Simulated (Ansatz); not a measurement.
Ansatz (a quantum-chemistry and plane-wave program) input file for C2H5Zn, SMILES C[CH2][Zn] (connectivity only; charge and spin as stated), neutral, multiplicity 2, PBE/def2-SVPD. Geometry: B3LYP-D3(BJ)/def2-SVP. The spin state was assumed, not searched. The isomer is the one that the SMILES or the coordinates give; other isomers of the formula were not compared.

Ansatz 0.2 input:
```yaml
crystal:
  periodic: [false, false, false]
  atoms:
    - {symbol: Zn, position_ang: [-0.07627368, 0.93405021, 0.00000000]}
    - {symbol: C, position_ang: [0.68431288, -1.02831260, 0.00000000]}
    - {symbol: C, position_ang: [-0.39959045, -2.09395570, 0.00000000]}
    - {symbol: H, position_ang: [1.32510888, -1.06325718, -0.89664165]}
    - {symbol: H, position_ang: [1.32510889, -1.06325719, 0.89664165]}
    - {symbol: H, position_ang: [-1.05019172, -2.02367542, 0.88751823]}
    - {symbol: H, position_ang: [-1.05019173, -2.02367542, -0.88751822]}
    - {symbol: H, position_ang: [0.03004165, -3.11403142, -0.00000000]}
basis:
  gaussian:
    orbitals: def2-SVPD
hamiltonian:
  xc: {name: PBE}
magnetization: {spin_polarized: true, initial_magnetization: 1}
```

It prints:

```
WARN ansatz: RAYON_NUM_THREADS=1 ignored (pool sized by the plan → 1); use --threads N
Functional definition: PBE
integrals: 0.04 GiB planned
1037 factors; their error is unknown
mean field: 0.40 GiB planned
mean field evaluation 1: about -50540.9521 eV, gradient 5.5e1 eV
mean field evaluation 2: about -50426.4347 eV, gradient 1.3e2 eV
mean field evaluation 4: about -50554.3058 eV, gradient 1.6e1 eV
mean field evaluation 8: about -50555.4677 eV, gradient 1.4e-1 eV
mean field evaluation 16: about -50555.4136 eV, gradient 5.9e-4 eV
mean field -50555.41361989 eV, -1857.8771828409 hartree, gradient 1.4e-5 eV, S^2 0.753923; 0 other end points of the search recorded, 0 dependent functions left out
reference -50555.41366642 eV, -1857.8771845508 hartree; 24, 23 occupied and 90, 91 virtual orbitals, 1037 factors
Total energy: -50555.41366642 eV, -1857.8771845508 hartree
```

The run converged.
